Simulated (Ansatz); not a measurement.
`CC[N](CC)[Sn]([CH3])([CH3])[CH3]`, charge 0, multiplicity 1.

**Question.** Give a relaxed structure at PBE0-D4/def2-TZVP (Ansatz). (Best estimate.)

**Answer.** Computed: 
Cartesian coordinates in Å:
```
C -2.1245 0.4126 -1.7487
C -0.6615 0.0897 -1.9879
N -0.0460 -0.5455 -0.8422
C 1.1169 -1.3451 -1.1645
C 1.3652 -2.4364 -0.1400
Sn 0.0575 0.5780 0.8839
C -1.3354 -0.2723 2.2658
C 2.0632 0.5196 1.6519
C -0.4328 2.6210 0.4322
H -2.6736 -0.4956 -1.4908
H -2.5747 0.8544 -2.6412
H -2.2573 1.1291 -0.9334
H -0.1367 1.0036 -2.3249
H -0.5985 -0.6083 -2.8338
H 2.0415 -0.7521 -1.2980
H 0.9378 -1.8225 -2.1374
H 1.5727 -2.0258 0.8518
H 0.4888 -3.0831 -0.0589
H 2.2272 -3.0459 -0.4232
H -2.3382 -0.2429 1.8377
H -1.3352 0.2751 3.2097
H -1.0692 -1.3126 2.4576
H 2.7786 0.3577 0.8444
H 2.1794 -0.2759 2.3885
H 2.2898 1.4739 2.1305
H -1.4905 2.8196 0.6074
H 0.1562 3.2801 1.0721
H -0.2006 2.8497 -0.6088
```
Point group Cs.
This is one stationary point; other conformers may exist.
